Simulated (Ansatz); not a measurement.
# Ligand exchange: C2H5I + YCl3 → CH2ClI + Y(CH3)Cl2

Species: C2H5I (iodoethane) `CCI`, singlet; YCl3 (yttrium trichloride) `[Cl][Y]([Cl])[Cl]`, singlet; CH2ClI (chloroiodomethane) `ClCI`, singlet; Y(CH3)Cl2, singlet. The partners trade CH3 for Cl: C–CH3 and Y–Cl bonds give way to C–Cl and Y–CH3.

Shapes, held fixed at every level: PBE0-D4/def2-TZVP. Programs: Ansatz 0.2.0. Electronic energies: no zero-point or thermal term.

Problem. Estimate ΔE of this reaction.

Solution. The highest level, CCSD(T)/def2-TZVPP, gives ΔE = +288.9 kJ/mol; the levels span +275.4 to +339.0. The column of differences is taken from that level and isn't an error. No measured value is set beside it here. For atoms past krypton def2 sets carry core potentials with scalar relativity. Correlated rows may include outer-core shells of I, Y, which these sets cover unevenly.

| level | kind | ΔE (kJ/mol) | less CCSD(T)/def2-TZVPP |
| --- | --- | --- | --- |
| HF/def2-SVP | Hartree–Fock | +339.0 | +50.1 |
| HF/def2-TZVPP | Hartree–Fock | +313.8 | +24.9 |
| SPW92/def2-TZVPP | LDA | +278.5 | -10.4 |
| PBE-D4/def2-TZVPP | GGA | +275.4 | -13.5 |
| B3LYP-D4/def2-TZVPP | global hybrid | +286.6 | -2.3 |
| r2SCAN0-D4/def2-TZVPP | global hybrid | +294.6 | +5.7 |
| CCSD(T)/def2-SVP | coupled cluster or CI | +319.7 | +30.8 |
| CCSD(T)/def2-TZVPP | coupled cluster or CI | +288.9 | 0.0 |
